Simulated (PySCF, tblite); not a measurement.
Compound: C5H8ClNSi2.
Atom-mapped SMILES: `[H]/[N:1]=[CH:2]\[C:3]#[C:4][C@@H:5]1[SiH2:6][C@@H:7]1[SiH2:8][Cl:9]` (hydrogens: H10 on N1; H11 on C2; H12 on C5; H13, H14 on Si6; H15 on C7; H16, H17 on Si8)

Structure used (GFN2-xTB), in Å, numbered top down from 1:
```
atom  x, y, z in Å
N1     2.6411    2.4718    0.8136
C2     2.8927    1.2766    0.4802
C3     1.9571    0.2674    0.1779
C4     1.0754   -0.5332   -0.0426
C5     0.0614   -1.4647   -0.3358
Si6   -1.1085   -1.1407   -1.8160
C7    -1.3942   -1.1030    0.0507
Si8   -1.6848    0.4781    1.0348
Cl9   -3.6896    0.6720    1.2259
H10    1.6464    2.6941    0.8598
H11    3.9419    0.9955    0.4189
H12    0.3540   -2.4920   -0.1404
H13   -0.9264    0.1090   -2.5272
H14   -1.5325   -2.3182   -2.5528
H15   -1.9366   -1.9552    0.4533
H16   -1.1044    0.4011    2.3734
H17   -1.2000    1.6535    0.3148
```

Method: PBE0/pcSseg-1 in PySCF (dipole) on a GFN2-xTB geometry, gas phase.

Take the most abundant isotopes and a rigid rotor. The values belong to one conformer with, in the numbering `[H]/[N:1]=[CH:2]\[C:3]#[C:4][C@@H:5]1[SiH2:6][C@@H:7]1[SiH2:8][Cl:9]`, Si6–C7–Si8–Cl9 96°.

(1) What are A, B and C (GHz)?

(2) What kind of rotor is it?

(3) What does the inertial defect say?

(4) Give the other two planar moments, Paa and Pbb, and the rms extents of the mass along the axes.

(5) Predict some low-J microwave lines.

## Answers

(1) Ia = 412.52, Ib = 892.14, Ic = 1206.84 u·Å²; 505379 MHz·u·Å²/I gives 1225, 566.5 and 418.8 MHz, that is A = 1.2251, B = 0.5665, C = 0.4188 GHz.

(2) An asymmetric top. Ray's parameter κ = (2B − A − C)/(A − C) = -0.634; −1 is the prolate and +1 the oblate limit.

(3) Not planar: Δ = Ic − Ia − Ib = -97.82 u·Å². For a rigid frame Δ = −2 Σ m c², so Σ m c² = 48.91 u·Å² lies off the ab plane: 12.71 from hydrogen and 36.19 from heavier atoms. The atom farthest from that plane is 2.02 Å away.

(4) Paa = Σ m a² = (Ib + Ic − Ia)/2 = 843.23 and Pbb = Σ m b² = (Ia + Ic − Ib)/2 = 363.61 u·Å². With the mass M = 172.99 u, the rms extents √(P/M) along a, b and c are 2.21, 1.45, 0.53 Å.

(5) The dipole components are |μa| = 1.48 D, |μb| = 3.66 D, |μc| = 0.46 D. The squared components, which scale the intensities, stand as 0.16 : 1.00 : 0.02 (a : b : c). Some lines, for components of 0.1 D or more:

| type | branch | J(Ka,Kc) | MHz | lower level (cm⁻¹) |
| --- | --- | --- | --- | --- |
| a | Q | 2(1,1) ← 2(1,2) | 443 | 0.116 |
| c | Q | 2(1,2) ← 2(0,2) | 533 | 0.098 |
| c | Q | 1(1,1) ← 1(0,1) | 659 | 0.033 |
| b | Q | 1(1,0) ← 1(0,1) | 806 | 0.033 |
| b | Q | 2(1,1) ← 2(0,2) | 976 | 0.098 |
| a | R | 1(0,1) ← 0(0,0) | 985 | 0.000 |
| b | R | 2(0,2) ← 1(1,1) | 1290 | 0.055 |
| b | R | 1(1,1) ← 0(0,0) | 1644 | 0.000 |
| c | R | 1(1,0) ← 0(0,0) | 1792 | 0.000 |
| a | R | 2(1,2) ← 1(1,1) | 1823 | 0.055 |
| a | R | 2(0,2) ← 1(0,1) | 1948 | 0.033 |
| c | Q | 2(2,1) ← 2(1,1) | 1976 | 0.130 |
| b | Q | 2(2,0) ← 2(1,1) | 1998 | 0.130 |
| a | R | 2(1,1) ← 1(1,0) | 2118 | 0.060 |
| b | Q | 2(2,1) ← 2(1,2) | 2419 | 0.116 |
| b | R | 2(1,2) ← 1(0,1) | 2481 | 0.033 |
| c | R | 2(1,1) ← 1(0,1) | 2925 | 0.033 |
| b | R | 2(2,1) ← 1(1,0) | 4094 | 0.060 |
| c | R | 2(2,0) ← 1(1,0) | 4116 | 0.060 |
| c | R | 2(2,1) ← 1(1,1) | 4242 | 0.055 |

Its GFN2-xTB frequencies are all real (lowest 34 cm⁻¹). Constants of a rigid frame at the computed geometry: no zero-point averaging, no centrifugal distortion. Quadrupole hyperfine structure (14N, 35Cl) is left out.
